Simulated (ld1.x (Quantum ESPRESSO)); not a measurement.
# Configuration tests for Be (Z = 4) (TM)

```json
{
  "Element": "beryllium (Be)",
  "Generator": "ld1.x (Quantum ESPRESSO) 7.5",
  "Type": "norm-conserving Troullier–Martins (Kleinman–Bylander form)",
  "Functional": "PBE",
  "Relativity": "scalar-relativistic",
  "Frozen core": "[He]",
  "Valence charge": "2",
  "Reference configuration": "2s1.75 2p0.25",
  "Partial waves": "2s (bound): rc 1.95 bohr; 2p (bound): rc 4.20 bohr",
  "Local potential": "the p channel",
  "Core correction": "a·sin(br)/r model core inside 1.00 bohr"
}
```

Energies are relative to the spin-unpolarised reference configuration 2s1.75 2p0.25; without spin polarisation the order of configurations can differ from experiment. The frozen-core shift is the all-electron ΔE with the core orbitals held at their reference shape minus the fully relaxed ΔE.

| valence configuration | charge | ΔE all-electron (eV) | error AE − PS (meV) | frozen-core shift (meV) |
| --- | --- | --- | --- | --- |
| 2s2 2p0 | 0 | -0.899 | -1.5 | 0.0 |
| 2s1 2p0 | +1 | 8.651 | +28 | +1.0 |
| 2s0 2p2 | 0 | 6.352 | -80 | +1.7 |
| 2s1 2p1 | 0 | 2.713 | -14 | +0.3 |

(1) What are ΔE and the potential's error for 2s1.5 2p0?

(2) What are ΔE and the potential's error for 2s0 2p1?

Levels in the configuration 2s2 2p0:

```csv
level,all-electron (eV),pseudo (eV)
2s,-5.610,-5.593
```

## Answers

(1) ΔE = 2.862 eV all-electron; the error (AE − PS) is +8.4 meV.

(2) ΔE = 12.561 eV all-electron; the error (AE − PS) is -189 meV.
